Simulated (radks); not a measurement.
The numbers below are computed, except where a source is named.
Isoelectronic series with 2 electrons, all held in the configuration [He], which need not be the ground one along the series. Level of theory: non-relativistic Kohn-Sham, PBE, spin-polarised, spherical densities, point nucleus (a radial shooting solver on a logarithmic mesh with Libxc functionals). Total energies (hartree) and mean radii <r> (bohr):

ion,E (hartree),1s
He,-2.89293,0.9459
N5+,-44.70629,0.2275
Mg10+,-136.51612,0.1294
Cl15+,-278.32562,0.09039
Ti20+,-470.13504,0.06946
Co25+,-711.94444,0.05640
Ge30+,-1003.75383,0.04747
Rb35+,-1345.56322,0.04099
Mo40+,-1737.37261,0.03606
Ag45+,-2179.18199,0.03219
Te50+,-2670.99138,0.02907
La55+,-3212.8008,0.02650
Sm60+,-3804.6102,0.02435
Ho65+,-4446.4196,0.02252
